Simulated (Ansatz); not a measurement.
Molecule: sum formula SiNH, charge 0, multiplicity 1. 
Geometry from a B3LYP-D3(BJ)/def2-TZVP (Ansatz, a program for electronic structure) optimisation:
```
N
H 1 1.0000
Si 1 1.5495 2 180.00
```
Charge 0, spin multiplicity 1.

Total electronic energies in hartree. Correlated levels leave the core frozen unless marked. Spin-orbit coupling is left out. No relativistic terms. Basis-set limits of correlation are two-point, X^-3; Hartree-Fock from the larger set (for Q and 5 zeta extrapolated as (X+1)exp(-9√X)).

```
level                                        program  energy (Eh)
------------------------------------  --------------  -----------
HF/def2-TZVPPD                                Ansatz   -343.97210
PBE0-D4/def2-TZVP                     Ansatz + dftd4   -344.66591
PBE0/def2-TZVPD                               Ansatz   -344.66586
BHLYP-D4/def2-TZVPD                   Ansatz + dftd4            ?
r2SCAN0-D4/def2-TZVPD                 Ansatz + dftd4            ?
LC-wPBE/def2-TZVPD                            Ansatz   -344.71210
MP2/def2-SVP                                  Ansatz   -344.05137
MP2/aug-cc-pV(T+d)Z                           Ansatz   -344.29084
MP2/cc-pVTZ                                   Ansatz   -344.27969
MP2/cc-pV(Q+d)Z                               Ansatz   -344.31113
MP2/CBS(def2-TZVPP,def2-QZVPP)                Ansatz    -344.3281
MP2/CBS(def2-TZVPPD,def2-QZVPPD)              Ansatz    -344.3274
RI-MP2/def2-QZVPP                             Ansatz   -344.31220
CCSD/STO-3G                                   Ansatz   -339.99089
CCSD(T)/CBS(cc-pV(Q+d)Z,cc-pV(5+d)Z)          Ansatz    -344.3512
```

Problem. What belongs in the gaps?

Solution. 
- BHLYP-D4/def2-TZVPD, energy (Eh): -344.82351
- r2SCAN0-D4/def2-TZVPD, energy (Eh): -344.77858
